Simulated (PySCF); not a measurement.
Structure problem from calculated spectra and properties.

Formula: C10H15Cl.

- Dipole: 2.37 D [B3LYP/def2-SVPD]
- UV, first state: lowest singlet excitation: 6.94 eV (179 nm, f = 0.003) [TDDFT B3LYP/def2-SVPD]
- NMR, other nuclei: isotropic shieldings of nuclei other than C and H, by class: 781 (1 Cl) ppm [GIAO PBE0/pcSseg-1]
- UV, strongest line: among the 10 lowest singlet transitions: S10 at 7.90 eV (157 nm, f = 0.030) [TDDFT B3LYP/def2-SVPD]
- Rotational structure: rotational constants A, B, C: 1.694, 0.865, 0.863 GHz [PBE0-D3(BJ)/def2-SVP]
- 1H NMR: chemical shifts (computed TMS as zero) by class: 3.96 (1 H), 2.38 (2 H), 1.81 (2 H), 1.68 (2 H), 1.63 (2 H), 1.63 (2 H), 1.48 (1 H), 1.44 (1 H), 1.33 (2 H) ppm [GIAO PBE0/pcSseg-1]
- Polarisability: 119.3 au [B3LYP/def2-SVPD]
- Triplet: lowest triplet excitation (Tamm–Dancoff): 6.51 eV [TDA B3LYP/def2-SVPD]
- 13C NMR: chemical shifts (computed TMS as zero) by class: 72.8 (1 C), 40.6 (2 C), 40.2 (1 C), 37.8 (2 C), 33.0 (2 C), 29.5 (1 C), 28.9 (1 C) ppm [GIAO PBE0/pcSseg-1]

Gas-phase values; electronic properties from PySCF, density fitting. Levels stand in brackets. Geometry: PBE0-D3(BJ)/def2-SVP; no solvent, vibrations or thermal averaging. Each NMR value is the plain mean over a class of atoms that symmetry, rotation or inversion makes alike.

Question: What is the compound? Reason from the data.

Answer: Numbering: `[Cl:1][C@H:2]1[C@@H:3]2[CH2:4][C@H:5]3[CH2:6][C@@H:7]([CH2:8]2)[CH2:9][C@@H:10]1[CH2:11]3`. Its formula, C10H15Cl, gives 3 degrees of unsaturation: 3 rings and 0 π bonds in the structure found. 10 carbons fall into 7 classes; from least to most shielded: sp3 C–Cl carbon [C2] (72.8 ppm), ring CH2 carbon [C4/C11] (40.6 ppm, 2 C), ring CH2 carbon [C6] (40.2 ppm), sp3 carbon at a ring junction [C3/C10] (37.8 ppm, 2 C), ring CH2 carbon [C8/C9] (33.0 ppm, 2 C), sp3 carbon at a ring junction [C7] (29.5 ppm), sp3 carbon at a ring junction [C5] (28.9 ppm). Hydrogen classes from least to most shielded: 1 H on an sp3 C–Cl carbon, C2 (3.96 ppm), 2 H on 2 ring CH2 carbons, C8/C9 (2.38 ppm), 2 H on 2 ring CH2 carbons, C4/C11 (1.81 ppm), 2 H on 2 like atoms (sp3 carbon at a ring junction), C3/C10 (1.68 ppm), 2 H on a ring CH2 carbon, C6 (1.63 ppm), 2 H on 2 ring CH2 carbons, C4/C11 (1.63 ppm), 1 H on an sp3 carbon at a ring junction, C7 (1.48 ppm), 1 H on an sp3 carbon at a ring junction, C5 (1.44 ppm), 2 H on 2 ring CH2 carbons, C8/C9 (1.33 ppm). The other shieldings belong to: 781 ppm, alkyl chlorine [Cl1]. The optimised geometry has point group Cs and is an asymmetric top. Structure: `Cl[C@H]1[C@@H]2C[C@H]3C[C@@H](C2)C[C@@H]1C3`. Computed isomers that give other values at the same levels: `Cl[C@]12C[C@H]3C[C@H](C[C@H](C3)C1)C2` (13C chemical shifts (computed TMS as zero) by class: 70.1 (1 C), 50.1 (3 C), 38.3 (3 C), 33.8 (3 C) ppm). The assignments are read from this structure; whether some other isomer fits the data as well wasn't checked.
